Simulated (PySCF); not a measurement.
Here is a computed PBE0-D3(BJ)/def2-SVP geometry (Å):
```
atom  x, y, z in Å
Cl1   -3.1878   -1.4329    2.6312
C2    -1.5730   -0.9905    1.8909
C3    -1.6086    0.4467    1.4762
C4    -1.7859    0.5571    0.1542
C5    -1.8713   -0.7852   -0.5100
C6    -1.3383   -1.7359    0.5766
Ge7    0.5985   -2.0645    0.3255
Ge8    1.8226    0.0284    0.3009
H9    -0.8539   -1.2247    2.6883
H10   -1.5711    1.2685    2.1931
H11   -1.8995    1.5010   -0.3841
H12   -1.3089   -0.8337   -1.4581
H13   -2.9236   -1.0100   -0.7650
H14   -1.8307   -2.7185    0.5806
H15    1.1088   -2.9691    1.4677
H16    0.7894   -2.8027   -1.0166
H17    1.6725    0.7576    1.6486
H18    1.2944    0.9438   -0.8192
H19    3.3215   -0.2349    0.0509
```

Charge 0, singlet.

(1) Read off the bonds between heavy atoms and their formal orders.

(2) Give the structure as a SMILES string.

(3) What is the point group of this geometry?

(4) Which rings does it hold?

(5) Classify the heavy atoms.

(6) What is the arrangement about C4?

(7) What is the arrangement about C2?

Results:

(1) Cl1–C2 1.83 Å (single); C2–C3 1.50 Å (single); C3–C4 1.34 Å (double); C4–C5 1.50 Å (single); C5–C6 1.54 Å (single); C6–Ge7 1.98 Å (single); Ge7–Ge8 2.42 Å (single); C2–C6 1.53 Å (single). Bonds to hydrogen (Å): C2–H9 1.10; C3–H10 1.09; C4–H11 1.09; C5–H12 1.10; C5–H13 1.11; C6–H14 1.10; Ge7–H15 1.54; Ge7–H16 1.54; Ge8–H17 1.54; Ge8–H18 1.54; Ge8–H19 1.54.

(2) `Cl[C@@H]1C=CC[C@H]1[GeH2][GeH3]`, C5H11ClGe2. Among its features: C=C double bond and C–Cl bond.

(3) C1 (no symmetry element, even within 0.4 Å).

(4) C2–C3–C4–C5–C6 (5 members, 0.11 Å rms from planarity).

(5) Cl1: alkyl chlorine; C2: sp3 C–Cl carbon; C3: alkene CH carbon; C4: alkene CH carbon; C5: allylic carbon; C6: sp3 carbon bound to germanium; Ge7: germanium bonded to C, Ge and 2 H; Ge8: germanium bonded to Ge and 3 H.

(6) It has 3 neighbours (C3, C5, H11) and is planar (angles 124.9°, 123.3° and 111.8°, sum 360.0°, 0.02 Å off the plane of its three neighbours).

(7) It has 4 neighbours (Cl1, C3, C6, H9) and is distorted tetrahedral (angles from 103.4° to 114.9°).
